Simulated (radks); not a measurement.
Radial electron density D(r) = 4 pi r^2 rho(r) of an atom or ion with 66 electrons. All-electron calculation, scalar-relativistic Kohn-Sham, PBE, spin-unpolarised, spherical densities, point nucleus. Program: a radial shooting solver on a logarithmic mesh with Libxc functionals.

r (bohr)  D(r) (e/bohr)
0.003227          27.21
0.003787          33.43
0.004444          40.55
0.005215          48.46
0.00612           56.92
0.007182          65.51
0.008428          73.66
0.00989           80.66
0.01161           85.75
0.01362           88.30
0.01598           88.06
0.01876           85.42
0.02201           81.62
0.02583           78.65
0.03031           78.83
0.03586           84.23
0.04208           94.21
0.04938           106.2
0.05795           115.6
0.068             117.6
0.0798            110.9
0.09365           99.13
0.1099            90.08
0.129             90.11
0.1513            98.15
0.1776            104.7
0.2084            99.16
0.2446            80.05
0.287             58.05
0.3368            46.39
0.3953            48.19
0.4676            54.37
0.5487            53.14
0.6439            43.07
0.7556            30.12
0.8867            20.18
1.041             14.61
1.221             11.51
1.433             8.888
1.682             6.203
1.973             3.876
2.316             2.317
2.718             1.493
3.189             1.096
3.743            0.8358
4.392            0.5830
5.154            0.3451
6.097            0.1617
7.155           0.06360
8.396           0.01980
9.853          0.004703
11.56         0.0008309
13.57         0.0001080

What is the nuclear charge?

Answer. Z = 66. The innermost maximum, from 1s, lies near gamma/Z bohr with gamma = sqrt(1 - (Z/c)^2) = 0.876, here 0.0133 bohr (found: 0.0145), and its height grows with Z. The density is that of neutral dysprosium in [Kr] 4d10 4f10 5s1 5p6 6s2 5d1; the configuration itself is not fixed sharply by these data, and Z only to a few units. D(r) has 4 maxima, at r = 0.0145, 0.0653, 0.182, 0.498 bohr, and minima at 0.0280, 0.119, 0.353 bohr, inside which lie 1.94, 11.14, 29.45 electrons.
